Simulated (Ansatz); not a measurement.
Pair of molecules: N2 (SMILES N#N) (first 2 atoms) with H4OSi (SMILES O[SiH3]); geometry from B3LYP-D3(BJ)/def2-TZVP.
(charge 0, multiplicity 1):
```xyz
8

N      0.5057     0.4764    -1.1934
N      0.4927     0.5628    -0.1067
O      0.3990     0.7455     3.0825
Si    -0.3640    -0.5449     3.7706
H      0.4756     0.7698     2.1247
H     -1.7711    -0.6616     3.3103
H     -0.3345    -0.3112     5.2280
H      0.3227    -1.8230     3.4543
```

Basis-set superposition error: the interaction energy with monomers in their own basis, and in the dimer's basis (counterpoise).

The values were computed with Ansatz (a quantum-chemistry and plane-wave program). Values without a source in brackets are computed.

```json
[
 {"level": "HF/aug-cc-pV(D+d)Z", "uncorrected (kJ/mol)": "-1.3", "counterpoise (kJ/mol)": "-0.3", "difference": "0.9"},
 {"level": "PBE/def2-TZVPPD", "uncorrected (kJ/mol)": "-6.3", "counterpoise (kJ/mol)": "-5.9", "difference": "0.4"},
 {"level": "revPBE/def2-TZVPPD", "uncorrected (kJ/mol)": "-2.3", "counterpoise (kJ/mol)": "-1.9", "difference": "0.4"},
 {"level": "r2SCAN/def2-TZVPPD", "uncorrected (kJ/mol)": "-5.4", "counterpoise (kJ/mol)": "-5.1", "difference": "0.3"},
 {"level": "B97M-V/def2-TZVPPD", "uncorrected (kJ/mol)": "-7.4", "counterpoise (kJ/mol)": "-7.1", "difference": "0.2"},
 {"level": "PBE0/def2-TZVPPD", "uncorrected (kJ/mol)": "-5.4", "counterpoise (kJ/mol)": "-5.1", "difference": "0.3"},
 {"level": "CAM-B3LYP/def2-TZVPPD", "uncorrected (kJ/mol)": "-5.7", "counterpoise (kJ/mol)": "-5.3", "difference": "0.4"},
 {"level": "MP2/aug-cc-pV(Q+d)Z", "uncorrected (kJ/mol)": "-8.2", "counterpoise (kJ/mol)": "-7.1", "difference": "1.1"},
 {"level": "CCSD/aug-cc-pV(D+d)Z", "uncorrected (kJ/mol)": "-8.1", "counterpoise (kJ/mol)": "-4.8", "difference": "3.3"},
 {"level": "CCSD(T)/aug-cc-pV(D+d)Z", "uncorrected (kJ/mol)": "-9.2", "counterpoise (kJ/mol)": "-5.6", "difference": "3.6"}
]
```

The error is largest for CCSD(T)/aug-cc-pV(D+d)Z (3.6 kJ/mol) and smallest for B97M-V/def2-TZVPPD (0.2 kJ/mol).
